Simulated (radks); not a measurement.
Spherical quantum dot in the effective-mass picture: electrons in a hard-walled sphere of radius 1.8, with a point charge +1 (a donor) at the centre, all in effective atomic units (hartree* = m*/eps^2 hartree, bohr* = eps/m* bohr), one dielectric constant everywhere. Method: non-relativistic Kohn-Sham, PBE, spin-polarised, spherical densities; computed with a radial shooting solver with Libxc functionals. Levels are named by radial order and angular momentum (1s, 1p, 1d, 2s, ...), and open shells are averaged over m.

N = 21, configuration 1s2 1p6 1d10 2s2 1f(up 1, down 0). This is the lowest configuration that the search found. Occupied and some empty levels:

| level | occupation | eigenvalue (hartree*) | <r> (bohr*) |
|---|---|---|---|
| 1s up | 1 | 16.375 | 1.066 |
| 1s down | 1 | 16.398 | 1.064 |
| 1p up | 3 | 17.483 | 1.179 |
| 1p down | 3 | 17.512 | 1.178 |
| 1d up | 5 | 19.102 | 1.244 |
| 1d down | 5 | 19.134 | 1.243 |
| 2s up | 1 | 20.681 | 0.8013 |
| 2s down | 1 | 20.693 | 0.8025 |
| 1f up | 1 | 21.201 | 1.292 |
| 1f down | 0 | 21.235 | 1.291 |
| 1g up | 0 | 23.747 | 1.329 |
| 1g down | 0 | 23.782 | 1.329 |
| 2p up | 0 | 23.988 | 0.9385 |
| 2p down | 0 | 24.002 | 0.9386 |
| 2d up | 0 | 27.427 | 1.024 |
| 2d down | 0 | 27.445 | 1.024 |

Energy (hartree*): total 227.466, kinetic 96.949, external -20.748, Hartree 169.66, exchange-correlation -18.398.
